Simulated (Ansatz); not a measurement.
A structure relaxed at PBE0-D4/def2-SVP in Ansatz, charge 0, doublet:

```xyz
7

Cs    3.319    1.302   -2.503
Cs   -1.730    1.261   -0.668
Cs    0.883   -1.603    1.289
I     1.771    2.067    0.639
I    -2.038    0.166    2.974
I     0.661   -1.110   -2.493
I    -2.867   -2.083    0.762
```

(1) Give its formula and point group.

(2) Summarise the bond lengths by kind (pairs closer than 1.2 times the sum of covalent radii, bridged metal pairs left out).

Results:

(1) the cluster Cs3I4. Point group C2v (tolerance 0.1 Å).

(2) 10 × Cs–I 3.59 to 3.83 Å; 1 × I–I 3.26 Å.

In the def2 sets Cs, I take a core potential; there is no spin–orbit coupling. In the doublet, I5 and I7 lie 3.26 Å apart (atoms count from 1), so these atoms are partly bonded to each other. The structure comes from a short search, and lower isomers may exist.
